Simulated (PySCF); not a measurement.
AuCl, charge -1, doublet, at the geometry of the source list (the multiplicity is a formal guess) (core potentials on Au) (in this run its highest filled SCF level lies above zero, so its values depend strongly on the basis, on diffuse functions most of all). Base run: PBE0/def2-SV(P) (PySCF).

Input for PySCF:
```python
from pyscf import gto, scf, dft

mol = gto.M(
    atom='''
Au   -0.684900   -0.604800   -0.643200
Cl    0.684900    0.604800    0.643200
''',
    basis='def2-sv(p)',
    ecp={'Au': 'def2-sv(p)'},
    charge=-1,
    spin=1,
    verbose=5,
)

mf = dft.UKS(mol)
mf.xc = 'pbe0'
mf.kernel()
mf.analyze()
```

The base run was repeated with changes; each row names its change, and settings that it needs were set with it.

```tsv
change	ΔE vs base (mEh)	grid points	electrons on the grid	outcome
base	0.000	43192	37.00000	converged
grids.atom_grid = (150, 974)	0.001	149400	37.00000	converged
grids.radi_method = mura_knowles	0.000	38184	37.00000	converged
grids.level = 1	-0.049	15256	36.99996	converged
grids.atom_grid = (50, 194)	-0.017	12728	36.99996	converged
grids.level = 4	0.001	63720	37.00000	converged
grids.prune = dft.gen_grid.treutler_prune	0.000	41440	37.00000	converged
grids.level = 0	44.178	4888	36.99431	converged
grids.atom_grid = (30, 110)	0.328	4864	37.00118	converged
grids.atom_grid = (99, 590)	0.001	59928	37.00000	converged
grids.prune = dft.gen_grid.sg1_prune	-	-	-	input refused
```

Open shells are given as the SCF converged; they aren't shown to be the lowest states, and a large step between rows can be another state.

- grids.prune = dft.gen_grid.sg1_prune: ended with `IndexError: index 79 is out of bounds for axis 0 with size 19`
